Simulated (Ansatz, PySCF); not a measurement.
Gas-phase reaction (SMILES): NB(N)Cl + O (H2O) → NB(N)O [diaminoborinic acid] + Cl (HCl); water cleaves one B-Cl bond, a model of a ligand-exchange step.

Geometries: B3LYP-D3(BJ)/def2-TZVP minima from Ansatz (a quantum-chemistry and plane-wave program), one conformer each, not searched for the lowest. Valence correlation only, unless marked. No spin-orbit coupling. No relativistic terms. CBS(X,Y): correlation extrapolated as X^-3; Hartree-Fock from the larger set. Thermal terms are rigid-rotor harmonic-oscillator values from B3LYP-D3(BJ) frequencies (Ansatz or PySCF) at 298.15 K and 1 atm. 1 Eh = 627.5095 kcal/mol.

| species | E, CCSD(T)/CBS(cc-pV(T+d)Z,cc-pV(Q+d)Z) (Ansatz) (Eh) | E, wB97M-V/def2-TZVPD (Ansatz) (Eh) | H - E (Eh) | G - E (Eh) |
|---|---|---|---|---|
| NB(N)Cl | -596.51354 | -597.09454 | 0.06511 | 0.03152 |
| O (H2O) | -76.37426 | -76.43347 | 0.02495 | 0.00353 |
| NB(N)O | -212.51342 | -212.74136 | 0.07821 | 0.04321 |
| Cl (HCl) | -460.37849 | -460.79070 | 0.01000 | -0.01120 |

Problem. Work out ΔE and ΔH, ΔG, ΔS and the equilibrium constant at 298.15 K at the first level, then ΔH at the second.

Solution. 
1. ΔE = [(-212.51342) + (-460.37849)] - [(-596.51354) + (-76.37426)] = -0.00411 Eh = -2.6 kcal/mol at CCSD(T)/CBS(cc-pV(T+d)Z,cc-pV(Q+d)Z).
2. The terms H - E add up to -0.00185 Eh, so ΔH = (-0.00411 + (-0.00185))×627.5095 = -3.7 kcal/mol.
3. The terms G - E add up to -0.00304 Eh, so ΔG = -4.5 kcal/mol, and ΔS = (-0.00185 - (-0.00304))×627509.5/298.15 = 2.5 cal/(mol K).
4. log10 K = -ΔG/(RT ln 10) = 3.3, with RT ln 10 = 1.3642 kcal/mol.
5. At wB97M-V/def2-TZVPD the same steps give ΔE = -2.5 and ΔH = -3.7 kcal/mol, a shift of +0.0 from the first level.
6. These values are not checked against measurement here, since the tables used lack a sound gas-phase enthalpy of formation for at least one species.
